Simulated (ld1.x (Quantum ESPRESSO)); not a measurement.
# Pseudopotential generation for V (Z = 23): TM, PBEsol, scalar-relativistic.

- Element: V (Z = 23)
- Generator: ld1.x (Quantum ESPRESSO) 7.5
- Type: norm-conserving Troullier–Martins (Kleinman–Bylander form)
- Functional: PBEsol
- Relativity: scalar-relativistic
- Frozen core: [Ne] 3s2
- Valence charge: 11
- Reference configuration: 3p6 3d4 4s1 4p0
- Partial waves: 4s (bound): rc 2.80 bohr; 3d (bound): rc 2.25 bohr; 3p (bound): rc 1.35 bohr
- Local potential: the p channel
- Core correction: none

* Cutoffs needed: 50 Ry and 90 Ry (the cutoffs (Ry, on a coarse ladder) from which the occupation-weighted sum of valence levels, in a spherical-Bessel basis at the reference potential, stays within 10 and 1 mRy of its value at 400 Ry)
* Ghost test: ghost state, extra bound levels that the all-electron valence spectrum of the same l lacks: s at -61.2 eV; a true bound ghost makes a file unfit for plane-wave use (spherical-Bessel basis up to 400 Ry, 20 bohr box)
* Configuration tests: 1 of 7 tests not solved or not reliable
